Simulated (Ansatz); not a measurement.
BH$_{9}$Si$_{3}$, SMILES `B[SiH2][SiH2][SiH3]`, relaxed with RKS PBE0-D4/def2-TZVP in the Gaussian-basis code of Ansatz from a PBE-D4/def2-SVP geometry. The force threshold is 0.005 eV/Å; the program also tests the step.

The species carries charge 0 and has multiplicity 1.

Start:

```xyz
13

B    -0.585   -2.141    0.229
Si    0.906   -1.128    1.066
Si    0.069    1.079    0.753
Si   -0.292    1.482   -1.537
H    -0.604   -2.334   -0.971
H    -1.562   -2.458    0.880
H     2.232   -1.168    0.352
H     1.118   -1.316    2.546
H    -1.229    1.234    1.504
H     1.060    2.068    1.315
H    -1.340    0.533   -2.056
H     0.983    1.254   -2.306
H    -0.757    2.895   -1.774
```

```csv
step,energy (eV),largest force (eV/Å),largest move (Å)
1,-24444.5022,0.366,0.000
2,-24444.5356,0.114,0.028
3,-24444.5380,0.077,0.026
4,-24444.5391,0.038,0.022
5,-24444.5397,0.017,0.029
6,-24444.5397,0.015,0.007
7,-24444.5397,0.005,0.008
8,-24444.5397,0.002,0.001
```

End:

```xyz
13

B    -0.577   -2.181    0.233
Si    0.870   -1.094    1.057
Si    0.076    1.103    0.747
Si   -0.289    1.507   -1.527
H    -0.579   -2.405   -0.941
H    -1.523   -2.536    0.872
H     2.182   -1.177    0.356
H     1.080   -1.316    2.515
H    -1.201    1.286    1.492
H     1.072    2.071    1.289
H    -1.336    0.574   -2.028
H     0.963    1.265   -2.293
H    -0.738    2.904   -1.771
```

It took 30 s on 4 threads of a server CPU on a shared host, with 0.54 GiB of host memory at the peak.
